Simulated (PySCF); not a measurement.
[GeH5]- (charge -1).
Cartesian coordinates in Å at the PBE0-D3(BJ)/def2-SVP level; atoms count from 1:
```
atom  x, y, z in Å
Ge1   -0.0001    0.0000    0.0000
H2    -0.0224   -0.0092    1.7190
H3     0.0216    0.0091   -1.7190
H4     1.5936    0.0128    0.0206
H5    -0.8075    1.3744   -0.0031
H6    -0.7853   -1.3871   -0.0174
```

The closed-shell ground state was solved at several levels (PySCF, density fitting, gas phase). The geometry's basis has no diffuse functions, a weakness for an anion. The calculation is non-relativistic and has no spin–orbit coupling, an omission that weighs most on germanium. The HOMO energy is positive, so at this level the finite basis confines the outermost electrons. No diffuse functions stand in pcJ-1 (pcSseg-1 on Ge) and pcSseg-1 (pcSseg-2 on Ge), which bears on an anion's orbital energies.

```json
{"level": "PBE0/pcSseg-1 (pcSseg-2 on Ge)", "basis functions": "88", "total energy (Eh)": "-2079.7016", "HOMO (eV)": "0.36", "LUMO (eV)": "5.67", "gap (eV)": "5.31"}
{"level": "B3LYP/pcSseg-1 (pcSseg-2 on Ge)", "basis functions": "88", "total energy (Eh)": "-2080.0369", "HOMO (eV)": "0.47", "LUMO (eV)": "5.35", "gap (eV)": "4.88"}
{"level": "B3LYP/def2-SVPD", "basis functions": "78", "total energy (Eh)": "-2079.7315", "HOMO (eV)": "0.36", "LUMO (eV)": "4.11", "gap (eV)": "3.75"}
{"level": "PBE/pcSseg-1 (pcSseg-2 on Ge)", "basis functions": "88", "total energy (Eh)": "-2079.6494", "HOMO (eV)": "1.39", "LUMO (eV)": "4.83", "gap (eV)": "3.44"}
```

Problem. Estimate the row for PBE/pcJ-1 (pcSseg-1 on Ge), a basis of 91 functions; the other rows only guide the guess.

Solution. Total energy -2079.3974 Eh, HOMO 1.40 eV, LUMO 4.98 eV, gap 3.58 eV.

Problem. Over all these levels, which gives the widest orbital gap and which the narrowest?

Solution. PBE0/pcSseg-1 (pcSseg-2 on Ge) (global hybrid, 25 % exact exchange) has the widest, 5.31 eV, and PBE/pcSseg-1 (pcSseg-2 on Ge) (GGA) the narrowest, 3.44 eV. The two share the basis. From the narrowest to the widest the HOMO moves by -1.03 eV and the LUMO by +0.84 eV.

Problem. In the pcSseg-1 (pcSseg-2 on Ge) basis, how does the gap go with the fixed share of exact exchange?

Solution. PBE (0 %) 3.44 eV; B3LYP (20 %) 4.88 eV; PBE0 (25 %) 5.31 eV. Each rise in the share widens the gap here.
